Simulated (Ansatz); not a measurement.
Ansatz (a first-principles code) input file for PbI, SMILES [I][Pb+] (connectivity only; charge and spin as stated), charge +1, multiplicity 1, PBE/def2-TZVPD. Geometry optimised at r2SCAN-D4/def2-TZVP. The spin state was assumed, not searched. The def2 effective core potentials stand for the cores of I, Pb; spin–orbit coupling is left out.

Ansatz 0.2 input:
```yaml
crystal:
  periodic: [false, false, false]
  atoms:
    - {symbol: Pb, position_ang: [0.00000000, 0.00000000, -1.05152579]}
    - {symbol: I, position_ang: [0.00000000, 0.00000000, 1.62688895]}
basis:
  gaussian:
    orbitals: def2-TZVPD
hamiltonian:
  xc: {name: PBE}
total_charge: 1
```

It prints:

```
WARN ansatz: RAYON_NUM_THREADS=1 ignored (pool sized by the plan → 1); use --threads N
Functional definition: PBE
integrals: 0.04 GiB planned
810 factors; their error is unknown
mean field: 0.30 GiB planned
mean field evaluation 1: about -13339.6529 eV, gradient 3.9e1 eV
mean field evaluation 2: about -13248.2662 eV, gradient 1.3e2 eV
mean field evaluation 4: about -13343.8524 eV, gradient 1.7e1 eV
mean field evaluation 8: about -13344.6585 eV, gradient 2.3e-1 eV
mean field evaluation 16: about -13344.6425 eV, gradient 6.6e-5 eV
mean field -13344.64248669 eV, -490.4065660625 hartree, gradient 6.6e-5 eV, S^2 0.000000; 0 other end points of the search recorded, 0 dependent functions left out
reference -13344.64252350 eV, -490.4065674152 hartree; 23, 23 occupied and 92, 92 virtual orbitals, 810 factors
Total energy: -13344.64252350 eV, -490.4065674152 hartree
```

Self-consistency was reached.
